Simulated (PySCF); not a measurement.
A survey of ²⁹Si NMR shifts

Theoretical values (PySCF): PBE0/pcSseg-1 with gauge-including orbitals, geometry from GFN2-xTB. Non-relativistic, a single conformation, fast rotation and ring inversion assumed for equivalent nuclei, in vacuum.

Shieldings were converted by a linear fit to measured shifts: ²⁹Si: δ = 279.94 − 0.822σ (rms 8.9 ppm, 72 shifts, 25.8 ppm with the 6 outliers that the fit left out vs TMS, solution or neat liquid). Occasional misses reach two or three times the rms, and more in compound classes unlike the fitted ones.

Give the ²⁹Si shifts of `C=C[SiH2][C@@](C)(Cl)C(C)C`, `CC#C[C@@H]1C[SiH2]O[Si@H]1Cl`, `C[Si@@H](O[SiH3])N([SiH3])[SiH3]`, `N[SiH2][C@@H]1C=CC[C@H]1F`, `O=C(O)C#CC[Si@@H]1C[C@@H]1F`, `[SiH3]C[SiH2][SiH2]O[SiH3]`.

## Answers


| compound | environment | δ (ppm) |
| --- | --- | --- |
| C=C[SiH2][C@@](C)(Cl)C(C)C | silicon bonded to 2 C, 2 H | -29.6 |
| [CH3:1][C:2]#[C:3][C@@H:4]1[CH2:5][SiH2:6][O:7][Si@H:8]1[Cl:9] | Si8: silicon bonded to C, Cl, O, H, in a 5-membered ring | -0.3 |
| [CH3:1][C:2]#[C:3][C@@H:4]1[CH2:5][SiH2:6][O:7][Si@H:8]1[Cl:9] | Si6: silicon bonded to C, O, 2 H, in a 5-membered ring | -12.4 |
| [CH3:1][Si@@H:2]([O:3][SiH3:4])[N:5]([SiH3:6])[SiH3:7] | Si2: silicon bonded to C, N, O, H | -22.0 |
| [CH3:1][Si@@H:2]([O:3][SiH3:4])[N:5]([SiH3:6])[SiH3:7] | Si4: silicon bonded to O, 3 H | -44.0 |
| [CH3:1][Si@@H:2]([O:3][SiH3:4])[N:5]([SiH3:6])[SiH3:7] | Si6/7: silicon bonded to N, 3 H (×2) | -52.0 |
| N[SiH2][C@@H]1C=CC[C@H]1F | silicon bonded to C, N, 2 H | -32.0 |
| O=C(O)C#CC[Si@@H]1C[C@@H]1F | silicon bonded to 3 C, H, in a 3-membered ring | -98.0 |
| [SiH3:1][CH2:2][SiH2:3][SiH2:4][O:5][SiH3:6] | Si4: silicon bonded to O, Si, 2 H | -30.3 |
| [SiH3:1][CH2:2][SiH2:3][SiH2:4][O:5][SiH3:6] | Si6: silicon bonded to O, 3 H | -43.3 |
| [SiH3:1][CH2:2][SiH2:3][SiH2:4][O:5][SiH3:6] | Si1: silicon bonded to C, 3 H | -67.3 |
| [SiH3:1][CH2:2][SiH2:3][SiH2:4][O:5][SiH3:6] | Si3: silicon bonded to C, Si, 2 H | -73.2 |
